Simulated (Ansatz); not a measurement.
C$_{2}$H$_{7}$AlSe (`C[CH2][AlH][SeH]`). Total charge 0; spin multiplicity 1.

```xyz
11

C    -1.2770    0.2289    0.3970
C    -0.4560   -0.1540   -0.8309
Al    1.4818   -0.3014   -0.6095
Se    2.4875    0.0925    1.4461
H    -1.1556   -0.4965    1.2061
H    -2.3463    0.2852    0.1731
H    -0.9796    1.2035    0.7935
H    -0.8007   -1.1144   -1.2377
H    -0.6266    0.5638   -1.6446
H     2.4743   -0.6908   -1.7819
H     1.1980    0.3831    2.0887
```

What are the harmonic wavenumbers in cm⁻¹ at PBE0-D4/def2-TZVP (Ansatz, finite differences of forces, unscaled)? (Best estimate.)

The calculation gave: 69, 97, 196, 266, 276, 367, 431, 526, 583, 606, 699, 927, 965, 1043, 1221, 1252, 1407, 1432, 1492, 1501, 1929, 2439, 3017, 3037, 3052, 3100, 3109.

Is this a minimum?

Yes, all 27 modes are real.

Give the ideal-gas thermochemistry at 298.15 K and 1 bar (rigid rotor, harmonic oscillator; point group Cs, symmetry number 1).

Zero-point energy 209.6 kJ/mol; H(298) − E = 231.2 kJ/mol; entropy 358.0 J/(mol·K), of which translation 170.2, rotation 115.5, vibration 72.3; G(298) − E = 124.5 kJ/mol. Modes under 100 cm⁻¹ are hindered rotations or soft bends, so the harmonic entropy is rough.

And at 400, 500, 600, 800 and 1000 K?


| T (K) | H − E (kJ/mol) | S (J/mol/K) | G − E (kJ/mol) |
| --- | --- | --- | --- |
| 400 | 243.4 | 393.0 | 86.2 |
| 500 | 257.1 | 423.6 | 45.3 |
| 600 | 272.4 | 451.3 | 1.6 |
| 800 | 306.5 | 500.2 | -93.7 |
| 1000 | 344.4 | 542.4 | -198.1 |
